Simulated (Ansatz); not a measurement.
Input for Ansatz (an electronic-structure program): R-MP2/def2-TZVPPD on BrHMg (SMILES [MgH][Br]), atoms moved off the minimum. Files ending in .json are basis or fitting sets from the Basis Set Exchange. The run froze 19 orbitals, filled d shells among them.

Ansatz 0.2 input:
```yaml
crystal:
  periodic: [false, false, false]
  atoms:
    - {symbol: Mg, position_ang: [0.16864045, -0.06276704, -1.83668171]}
    - {symbol: H, position_ang: [-0.00990975, -0.07558711, -3.26823487]}
    - {symbol: Br, position_ang: [0.02904876, 0.10253846, 0.58026125]}
basis:
  gaussian:
    orbitals: def2-TZVPPD.json
magnetization: {spin_polarized: false}
correlation: {method: mp2, electrons: outside_noble_gas}
scf: {lower_state_search: off}
output: {forces: true}
```

It printed:

```
WARN ansatz: RAYON_NUM_THREADS=1 ignored (pool sized by the plan → 1); use --threads N
Functional definition: HF
these checks for a lower state are left out or cut short: starts, cluster_reference, orbital_swaps, neighbouring_geometries, increment
integrals: 0.06 GiB planned
752 factors; integrals over basis functions are off by at most 1.6e-3 eV
mean field: 0.26 GiB planned
mean field evaluation 1: about -75446.9347 eV, gradient 1.4e1 eV
mean field evaluation 2: about -75446.9623 eV, gradient 1.4e1 eV
mean field evaluation 4: about -75447.8819 eV, gradient 1.7e0 eV
mean field evaluation 8: about -75447.8959 eV, gradient 7.8e-2 eV
mean field -75447.89596612 eV, -2772.6590363342 hartree, gradient 1.9e-6 eV, S^2 0.000000; 0 other end points of the search recorded, 0 dependent functions left out
19 core orbitals not correlated
reference -75447.89596612 eV, -2772.6590363342 hartree; 5, 5 occupied and 85, 85 virtual orbitals, 752 factors
densities: 0.20 GiB planned
second order -5.48548678 eV of doubles, -0.00000000 eV of singles
the calculation of the forces begins
mean field evaluation 16: about -75447.8448 eV, gradient 6.4e-1 eV
Total energy: -75453.38145290 eV, -2772.8606242553 hartree
Atom 0 at     0.168640    -0.062767    -1.836682 Å, force     0.271358     0.132707     4.459227 eV/Å
Atom 1 at    -0.009910    -0.075587    -3.268235 Å, force    -0.371533    -0.071813    -3.889167 eV/Å
Atom 2 at     0.029049     0.102538     0.580261 Å, force     0.100175    -0.060894    -0.570060 eV/Å
Dipole moment:     0.167836    -0.078592    -0.482485 e Å
Checks for a lower state left out: starts, cluster_reference, orbital_swaps, neighbouring_geometries, increment
```

The calculation finished and met its thresholds.

Cost: about 2.8 core-seconds (a rough figure).
